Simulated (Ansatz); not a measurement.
A nudged elastic band was laid between two geometries of GaH₂Te (4 atoms, charge 0, multiplicity 2).

These are results of UKS revPBE/def2-SVP (Ansatz), not measurements.

```json
{
  "movable images": "5",
  "climbing image": "yes",
  "spring": "5.0 eV/Å²",
  "optimiser": "quadratic models (default)",
  "start path": "through a guess of the saddle point",
  "force threshold": "0.03 eV/Å",
  "iteration limit": "60",
  "end points": "relaxed"
}
```

First end point:

```xyz
4
Properties=species:S:1:pos:R:3
Ga -0.500 -0.804 0.629
Te 0.754 0.981 -0.776
H 0.429 -1.924 1.347
H -0.684 1.748 -1.200
```

Last end point:

```xyz
4
Properties=species:S:1:pos:R:3
Ga 0.772 -0.944 0.610
Te 0.784 1.172 -0.914
H -0.658 -1.498 1.141
H -0.898 1.271 -0.838
```

(1) What changes between the two ends?

(2) Give the energies along the band, and the barrier.

(3) What is the geometry of the highest image?

(4) What are the harmonic wavenumbers there?

## Answers

(1) No bond is made or broken. The dihedral H3–Ga1–Te2–H4 goes from 180 to 0°.

(2) It converged. The highest image is number 3 of 0 to 6, 5.8 kcal/mol above the first end and 4.4 kcal/mol above the last; the last end lies 1.4 kcal/mol above the first. A vibrational analysis at the climbing image gives one clearly imaginary mode, 326i cm⁻¹: a first-order saddle point.

```json
{"image": "0", "path coordinate (Å)": "0.00", "energy (kcal/mol)": "0.0", "dihedral H3–Ga1–Te2–H4 (°)": "180"}
{"image": "1", "path coordinate (Å)": "0.42", "energy (kcal/mol)": "1.4", "dihedral H3–Ga1–Te2–H4 (°)": "-150"}
{"image": "2", "path coordinate (Å)": "0.84", "energy (kcal/mol)": "4.3", "dihedral H3–Ga1–Te2–H4 (°)": "-119"}
{"image": "3", "path coordinate (Å)": "1.26", "energy (kcal/mol)": "5.8", "dihedral H3–Ga1–Te2–H4 (°)": "-87"}
{"image": "4", "path coordinate (Å)": "1.61", "energy (kcal/mol)": "4.6", "dihedral H3–Ga1–Te2–H4 (°)": "-59"}
{"image": "5", "path coordinate (Å)": "1.96", "energy (kcal/mol)": "2.4", "dihedral H3–Ga1–Te2–H4 (°)": "-29"}
{"image": "6", "path coordinate (Å)": "2.30", "energy (kcal/mol)": "1.4", "dihedral H3–Ga1–Te2–H4 (°)": "0"}
```

(3) 
```xyz
4
Properties=species:S:1:pos:R:3:forces:R:3
Ga -0.284 -1.209 0.087 0.00 0.00 0.00
Te 0.719 0.911 -1.195 0.00 0.00 0.00
H 0.170 -1.429 1.650 0.00 0.00 0.00
H -0.606 1.727 -0.542 0.00 0.00 0.00
```

(4) 326i, 188, 383, 437, 1627, 2034 cm⁻¹.

Time of the run: 89 s on 1 thread of Arm Neoverse V1, on a shared host, peak memory 0.25 GiB.
